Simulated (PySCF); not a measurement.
## Radial density of Se²¹⁺ (selenium, charge +21)

PW91, [Ne] 3s2 3p1, 2P determinant. Calculation: PySCF 2.14, in an uncontracted even-tempered set (18 s from 1.9 bohr⁻², ratio 2.5; 12 p from 2.4 bohr⁻², ratio 2.5; 5 d from 11 bohr⁻², ratio 2.7; 4 f from 17 bohr⁻², ratio 2.7); the spin-free X2C one-electron Hamiltonian (Gaussian nucleus).

```csv
r (bohr),4πr²ρ (e/bohr),4πr²(ρα − ρβ)
0.000648,0.2459,0.0000
0.00109,0.6161,0.0000
0.00183,1.513,0.0000
0.00308,3.608,-0.0001
0.00519,8.162,0.0000
0.00873,16.87,0.0013
0.0147,29.89,0.0101
0.0247,41.02,0.0578
0.0415,39.01,0.2506
0.0698,33.01,0.7093
0.117,45.47,0.8516
0.198,34.50,0.0038
0.332,10.34,1.7169
0.559,6.363,1.9838
0.940,0.2996,0.1003
1.58,0.0005176,0.0002
```

Densities and radii are taken from the X2C orbitals without a picture-change correction, which distorts them close to the nucleus.

Spin-orbit coupling, absent here, splits the open shell strongly.
